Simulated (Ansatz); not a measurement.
`CCS[SiH3]` + `C=N` → `C=NCC` + `[SiH3]S` at 700 K and 1 bar (substitution at a C–S bond).

Calculated with Ansatz (gas phase, PBE0-D4/def2-TZVP geometries, no zero-point term in ΔE). CBS: MP2 limit from def2 TZ/QZ plus the TZ coupled-cluster correction, frozen cores. This one scheme is used for every species. Each species was taken in one conformer, which may not be the lowest.

| species | CCSD(T)/CBS energy (Eh) | H − E (kJ/mol) | S (J/(mol·K)) |
| --- | --- | --- | --- |
| `CCS[SiH3]` | -767.79185 | 322.5 | 464.9 |
| `C=N` | -94.52360 | 135.6 | 268.6 |
| `C=NCC` | -173.04228 | 316.8 | 386.6 |
| `[SiH3]S` | -689.27336 | 135.5 | 340.5 |

H − E and S are ideal-gas, rigid-rotor, harmonic terms from PBE0-D4/def2-TZVP, for one conformer and one mirror image of each species. 1 Eh = 2625.50 kJ/mol, R = 8.31446 J/(mol·K).

Problem. By hand: ΔE, ΔH, ΔS and ΔG.

Solution. ΔE = (-173.04228) + (-689.27336) − (-767.79185) − (-94.52360) = -0.00019 Eh = -0.5 kJ/mol. Δ(H − E) = 316.8 + 135.5 − 322.5 − 135.6 = -5.8, so ΔH = -6.3 kJ/mol. ΔS = 386.6 + 340.5 − 464.9 − 268.6 = -6.4 J/(mol·K). ΔG = -6.3 − 700 × (-6.4)/1000 = -1.8 kJ/mol.

Problem. By hand: the equilibrium constant, and the temperature at which ΔG would vanish if ΔH and ΔS stayed fixed.

Solution. log₁₀ K = −ΔG/(RT ln 10) = 0.1. ΔG = 0 at ΔH/ΔS = 984 K, though so small a ΔH makes that figure unsure.

TΔS isn't small against ΔH here. The sign of ΔG lies within the doubt. A doubt of 5 kJ/mol in ΔE shifts log₁₀ K by 0.4 here. Other conformers and mirror images would add mixing entropy, several J/(mol·K) or more a flexible species. Modes under 60 cm⁻¹, often nearly free rotors, make the harmonic entropy too high. These are equilibria of isolated gas molecules and say nothing of rates. Largest T1 diagnostic: 0.012 (customary marks: 0.02 for closed shells, 0.045 for open ones).
